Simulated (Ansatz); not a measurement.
CH$_{5}$AlSe (SMILES [CH3][AlH][SeH]), singlet, geometry from GFN2-xTB (such geometries of metal compounds can be far from the true shape), with bond 8-7 at 1.8 times its length; SC-NEVPT2/6-31G, CASSCF(4,3) (Ansatz, a first-principles code).

Here is a job for Ansatz.
Ansatz 0.2 input:
```yaml
crystal:
  periodic: [false, false, false]
  atoms:
    - {symbol: Al, position_ang: [0.03162148, -0.66146479, 1.02193501]}
    - {symbol: H, position_ang: [-1.24123341, -1.33780731, 1.57306664]}
    - {symbol: C, position_ang: [1.79830464, -0.79970951, 1.90140242]}
    - {symbol: H, position_ang: [1.76009954, -1.40617865, 2.81294881]}
    - {symbol: H, position_ang: [2.19800090, 0.18182988, 2.18689304]}
    - {symbol: H, position_ang: [2.55362011, -1.25339300, 1.24691682]}
    - {symbol: Se, position_ang: [-0.43127316, 0.50372605, -0.93228761]}
    - {symbol: H, position_ang: [-2.90957375, -0.24788838, -0.72227914]}
basis:
  gaussian:
    orbitals: 6-31G
magnetization: {spin_polarized: false}
correlation: {method: sc_nevpt2, electrons: all, active_space: {window: {electrons: 4, orbitals: 3}}}
```

Write the output that Ansatz gives for this input, abridged.


```
Functional definition: HF
679 factors; integrals over basis functions are off by at most 4.4e-4 eV
mean field evaluation 1: about -72978.9880 eV, gradient 2.3e1 eV
mean field evaluation 2: about -72979.0169 eV, gradient 2.3e1 eV
mean field evaluation 4: about -72981.5448 eV, gradient 3.0e0 eV
mean field evaluation 8: about -72981.5854 eV, gradient 4.7e-4 eV
mean field evaluation 16: about -72975.6680 eV, gradient 1.6e0 eV
mean field evaluation 32: about -72981.5816 eV, gradient 5.3e-1 eV
mean field -72981.58536284 eV, -2682.0237933891 hartree, gradient 2.9e-6 eV, S^2 0.000000; 1 other end points of the search recorded, 0 dependent functions left out; unrestricted orbitals would lower it
reference -72981.58536284 eV, -2682.0237933891 hartree; 29, 29 occupied and 32, 32 virtual orbitals, 679 factors
state -72983.58729282 eV, -2682.0973629588 hartree
state -72983.58729282 eV, -2682.0973629588 hartree; corrected -72993.37634961 eV, -2682.4571041606 hartree
Total energy: -72993.37634961 eV, -2682.4571041606 hartree
```
